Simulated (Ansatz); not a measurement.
Computed with frozen-core CCSD(T)/cc-pVTZ // B3LYP-D3(BJ)/def2-TZVP (Ansatz, a quantum-chemistry and plane-wave program).

Ansatz 0.2 input:
```yaml
crystal:
  periodic: [false, false, false]
  atoms:
    - { symbol: C, position_ang: [1.74616, 0.19439, -0.369306] }
    - { symbol: N, position_ang: [0.827018, -0.378454, 0.271406] }
    - { symbol: C, position_ang: [-0.534979, -0.2342, -0.203513] }
    - { symbol: N, position_ang: [-1.346155, 0.294663, 0.885826] }
    - { symbol: H, position_ang: [1.567954, 0.807105, -1.262282] }
    - { symbol: H, position_ang: [2.776818, 0.089947, -0.035637] }
    - { symbol: H, position_ang: [-0.609818, 0.453767, -1.058013] }
    - { symbol: H, position_ang: [-0.847018, -1.232648, -0.544722] }
    - { symbol: H, position_ang: [-2.32409, 0.314602, 0.620229] }
    - { symbol: H, position_ang: [-1.255891, -0.309171, 1.696009] }
basis:
  gaussian: { orbitals: cc-pVTZ }
correlation:
  method: ccsd_t
```

Output:

```
Functional definition: HF
1168 factors; integrals over basis functions are off by at most 1.1e-3 eV
mean field evaluation 1: about -5116.9196 eV, gradient 3.6e1 eV
mean field evaluation 2: about -5116.9239 eV, gradient 3.6e1 eV
mean field evaluation 4: about -5119.9830 eV, gradient 4.4e0 eV
mean field evaluation 8: about -5120.0446 eV, gradient 1.6e-1 eV
mean field evaluation 16: about -5120.0355 eV, gradient 1.5e0 eV
mean field -5120.04476524 eV, -188.1581746317 hartree, gradient 2.5e-6 eV, S^2 0.000000; 0 other end points of the search recorded, 0 dependent functions left out
4 core orbitals not correlated
reference -5120.04476524 eV, -188.1581746317 hartree; 12, 12 occupied and 188, 188 virtual orbitals, 1168 factors
second order -20.47041163 eV of doubles, -0.00000000 eV of singles
cycle   1  -20.67385467 eV  change   -2.0e-1 eV  update   9.1e-2
cycle   2  -21.19353713 eV  change   -5.2e-1 eV  update   2.8e-2
cycle   3  -21.29479226 eV  change   -1.0e-1 eV  update   1.3e-2
cycle   4  -21.28853684 eV  change    6.3e-3 eV  update   3.2e-3
cycle   5  -21.29011025 eV  change   -1.6e-3 eV  update   1.4e-3
cycle   6  -21.29053170 eV  change   -4.2e-4 eV  update   3.8e-4
cycle   7  -21.29033987 eV  change    1.9e-4 eV  update   1.7e-4
cycle   8  -21.29031716 eV  change    2.3e-5 eV  update   7.8e-5
cycle   9  -21.29032007 eV  change   -2.9e-6 eV  update   3.8e-5
cycle  10  -21.29030145 eV  change    1.9e-5 eV  update   1.7e-5
perturbative correction -0.90356975 eV, -0.0332055759 hartree
Total energy: -5142.23863644 eV, -188.9737843547 hartree
```

Cost: about 2.5 core-minutes (a rough figure).
